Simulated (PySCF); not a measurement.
Bond length, frequency and bond energy of ZnCl⁺ by level of theory

State: ¹Σ⁺ (singlet), closed shell. Set-up: Zn x2c-SVPall, Cl x2c-SVPall; spin-free X2C with a Gaussian nucleus (PySCF 2.14). De refers to Zn⁺ + Cl in their high-spin ground configurations, without counterpoise correction. A positive dipole points towards Cl; it is taken about the centre of mass and depends on that origin.

```json
{"Level": "RHF", "Re (Å)": "2.082", "ωe (cm⁻¹)": "473", "De (eV)": "1.22", "μ (D)": "-6.97"}
{"Level": "RHF-MP2", "Re (Å)": "2.062", "ωe (cm⁻¹)": "480", "De (eV)": "2.53", "μ (D)": "n/a"}
{"Level": "RHF-SCS-MP2", "Re (Å)": "2.069", "ωe (cm⁻¹)": "471", "De (eV)": "2.41", "μ (D)": "n/a"}
{"Level": "RHF-CCSD", "Re (Å)": "2.075", "ωe (cm⁻¹)": "464", "De (eV)": "2.37", "μ (D)": "n/a"}
{"Level": "RHF-CCSD(T)", "Re (Å)": "2.078", "ωe (cm⁻¹)": "458", "De (eV)": "2.49", "μ (D)": "n/a"}
{"Level": "PBE", "Re (Å)": "2.082", "ωe (cm⁻¹)": "434", "De (eV)": "2.77", "μ (D)": "-4.62"}
{"Level": "TPSS", "Re (Å)": "2.080", "ωe (cm⁻¹)": "439", "De (eV)": "2.69", "μ (D)": "-4.97"}
{"Level": "r²SCAN", "Re (Å)": "2.060", "ωe (cm⁻¹)": "459", "De (eV)": "2.64", "μ (D)": "-5.15"}
{"Level": "PBE0", "Re (Å)": "2.068", "ωe (cm⁻¹)": "456", "De (eV)": "2.52", "μ (D)": "-5.33"}
{"Level": "MN15", "Re (Å)": "2.058", "ωe (cm⁻¹)": "465", "De (eV)": "2.64", "μ (D)": "-5.55"}
{"Level": "BHandHLYP", "Re (Å)": "2.070", "ωe (cm⁻¹)": "461", "De (eV)": "2.18", "μ (D)": "-5.70"}
{"Level": "ωB97X", "Re (Å)": "2.054", "ωe (cm⁻¹)": "475", "De (eV)": "2.67", "μ (D)": "-5.63"}
```

Q: Which functional lies closest to RHF-CCSD(T) in De, which farthest, and by how much do they differ from it?

A: Closest is PBE0 (-1.0 pm in Re, -0.4 % in ωe, +0.03 eV in De against RHF-CCSD(T) in the same basis), farthest BHandHLYP (-0.8 pm in Re, +0.7 % in ωe, -0.31 eV in De). CCSD(T) converges more slowly with the basis than the functionals do and binds too weakly in this one, so the order can change at the basis-set limit.

Q: What does a quarter of exact exchange do here, going from PBE to PBE0?

A: PBE0 less PBE: -1.4 pm in Re, +5.1 % in ωe, -0.25 eV in De. Exact exchange removes part of the self-interaction that spreads semilocal densities, and in most molecules shortens and stiffens the bond and lowers De; so it does here.

Q: What does the step from GGA to meta-GGA do here, going from PBE to r²SCAN?

A: r²SCAN less PBE: -2.2 pm in Re, +5.8 % in ωe, -0.13 eV in De. 

Correlated steps freeze 10 core orbitals. Correlated levels converge slowly with the basis: in double zeta they bind strong bonds too weakly, by up to about 1 eV, and carry superposition errors of some tenths. For an ion De counts to the pair picked by the measured ionisation energies or electron affinities, which need not be the lowest pair at this level. Where the molecule has an RHF reference, its open-shell atoms are computed with UHF.
